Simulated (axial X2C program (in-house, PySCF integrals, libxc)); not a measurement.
**Spin–orbit effects down a group: homonuclear dimers (ions), PBE0**

Computed with an axial X2C code built on PySCF integrals, spin-free (one-electron X2C) or two-component (2c: spin–orbit coupling with atomic mean-field Coulomb and Gaunt terms, which also bring small scalar terms), in Dyall basis sets with cores contracted in-house; open shells are unrestricted.

Basis sets: Br dyall-cv3z, Cl dyall-av3z, F dyall-av3z.

| molecule | spin-free state | Re (Å) | ωe (cm⁻¹) | De (eV) | 2c state | Re 2c (Å) | ωe 2c (cm⁻¹) | De 2c (eV) |
| --- | --- | --- | --- | --- | --- | --- | --- | --- |
| F₂⁺ | M_S = 1/2, Λ = 1 | 1.274 | 1299.2 | 3.46 | Ω = 3/2 | 1.274 | 1299.2 | 3.48 |
| Cl₂⁺ | M_S = 1/2, Λ = 1 | 1.898 | 667.6 | 4.09 | Ω = 3/2 | 1.898 | 667.4 | 4.12 |
| Br₂⁺ | M_S = 1/2, Λ = 1 | 2.189 | 384.7 | 3.58 | Ω = 3/2 | 2.191 | 382.4 | 3.54 |

(1) Work out the shifts from the spin-free to the two-component result.

Fragments in 2c: F+ + F, Cl+ + Cl, Br+ + Br. Each entry is the lowest single determinant of a limited PBE0 search at one distance. De goes to single-determinant-based atoms at the same level (for ions the charge split of lowest energy) and is withheld (n/a) where an atom does not fit its ground term or J level. Main or longest-lived isotopes. Some light 2c atoms are not at their ground J level, so De misses part of their lowering (0.04 eV or less). The functionals have no current term, which raises determinants with orbital currents.

## Answers

(1) 

```json
{"molecule": "F₂⁺", "2c state": "Ω = 3/2", "ΔRe (Å)": "0.000", "Δωe (cm⁻¹)": "0.0", "ΔDe (eV)": "0.02"}
{"molecule": "Cl₂⁺", "2c state": "Ω = 3/2", "ΔRe (Å)": "0.000", "Δωe (cm⁻¹)": "-0.2", "ΔDe (eV)": "0.03"}
{"molecule": "Br₂⁺", "2c state": "Ω = 3/2", "ΔRe (Å)": "0.002", "Δωe (cm⁻¹)": "-2.3", "ΔDe (eV)": "-0.04"}
```

Shifts of one unit in the last digit are rounding.
